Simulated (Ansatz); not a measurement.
Isolated molecules relaxed with PBE0-D4/def2-TZVP in Ansatz; ΔE leaves out vibrations. CBS: MP2 limit from def2 TZ/QZ plus the TZ coupled-cluster correction, frozen cores. This one scheme is used for every species. Functionals use def2-TZVPP. def2 core potentials past Kr. For Sn outer-core shells are correlated without core-valence functions, which leaves a few kJ/mol of doubt a bond. Each species was taken in one conformer, which may not be the lowest.

Reaction (ligand exchange at the Sn–C bond): `C=C[CH2][SnH2][F]` + `N=C=O` → `O=C=[N][SnH2][F]` + propene

```tsv
species	revPBE-D4 energy (Eh)
`C=C[CH2][SnH2][F]`	-432.75765
`N=C=O`	-168.72245
`O=C=[N][SnH2][F]`	-483.56899
`C=CC`	-117.93029
```

**Question.** Work out ΔE.

**Answer.** ΔE = (-483.56899) + (-117.93029) − (-432.75765) − (-168.72245) = -0.01918 Eh = -50.4 kJ/mol. CCSD(T)/CBS gives -60.2 kJ/mol.

Largest T1 diagnostic among the species: 0.018.

From r2SCAN to r2SCAN0 (25 % exact exchange), in def2-TZVPP and without D4, ΔE moves by −3.5 kJ/mol. At CCSD(T), def2-SVP lies −8.2 kJ/mol from the extrapolated value and def2-TZVPP −1.7 kJ/mol. Leaving LDA and LC-ωPBE aside and taking each functional with its dispersion term where it has one, the values, not all of them listed here, spread over 18.7 kJ/mol, from BHLYP-D4 to PBE-D4. LDA lies +7.5 kJ/mol from PBE without D4.
